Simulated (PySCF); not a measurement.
Compound: C4H7F3S.
Z-matrix (Å and degrees, GFN2-xTB geometry), rows numbered from 1:
```
C 
C   1  1.5244
C   2  1.5198  1  110.33
S   3  1.8286  2  113.46  1   172.72
C   4  1.8212  3   99.61  2    72.87
F   5  1.3382  4  112.83  3   -75.54
F   5  1.3362  4  112.11  3    44.56
F   5  1.3276  4  110.18  3   164.58
H   1  1.0875  2  110.62  3    59.74
H   1  1.0876  2  110.69  3   -60.56
H   1  1.0865  2  110.06  3   179.52
H   2  1.0915  1  109.82  3   120.45
H   2  1.0911  1  109.33  3  -121.28
H   3  1.0901  2  110.80  1    57.25
H   3  1.0898  2  112.18  1   -64.77
```

The calculation used PySCF 2.14.0, density-fitted response routines, TDDFT PBE0/def2-SVPD, vertical, gas phase, core orbitals frozen in the response.

Predict the UV-vis stick spectrum at this level.

| state | E (eV) | λ (nm) | f | \|μ\| (D) | main configurations (H = HOMO, L = LUMO) |
| --- | --- | --- | --- | --- | --- |
| S1 | 5.66 | 219.0 | 0.0000 | 0.04 | H→L (93%) |
| S2 | 7.02 | 176.5 | 0.030 | 1.07 | H→L+2 (79%), H→L+1 (18%) |
| S3 | 7.18 | 172.6 | 0.011 | 0.65 | H→L+1 (70%), H→L+2 (14%) |
| S4 | 7.67 | 161.6 | 0.0017 | 0.24 | H→L+4 (84%) |
| S5 | 7.70 | 160.9 | 0.022 | 0.87 | H→L+3 (95%) |
| S6 | 7.99 | 155.2 | 0.052 | 1.31 | H→L+5 (76%), H→L+6 (9%) |
| S7 | 8.19 | 151.3 | 0.031 | 1.00 | H-1→L (65%), H→L+6 (13%) |
| S8 | 8.48 | 146.1 | 0.031 | 0.98 | H→L+6 (62%), H-1→L (12%), H→L+9 (11%) |

Triplets (Tamm–Dancoff): T1 5.11 eV, H→L (85%); T2 6.21 eV, H→L+1 (44%), H→L+5 (22%), H→L+2 (19%); T3 6.94 eV, H→L+2 (69%).

The lowest singlet lies at 5.66 eV (219 nm, ultraviolet) and is dark (f under 0.0005); its leading configuration is HOMO→LUMO (93%). The most intense listed level is S6 at 7.99 eV (155 nm, f = 0.052), 2.33 eV above S1. Löwdin shares by element: HOMO sulfur 70%, carbon 19% or more; LUMO sulfur 50%, carbon 20% or more, hydrogen 4% or more (atoms not listed hold the other 25%). Orbital energies (eV): HOMO-3 -10.20, HOMO-2 -9.90, HOMO-1 -9.54, HOMO -7.46, LUMO -0.09, LUMO+1 0.78, LUMO+2 0.84. The listed states span 2.82 eV, and the widest gap between neighbours is 1.36 eV (S1 to S2). Weighted by f, the mean energy of these states is 7.86 eV. Only the lowest 8 singlets were computed, as vertical energies without vibronic structure.

One conformer stands for the species.
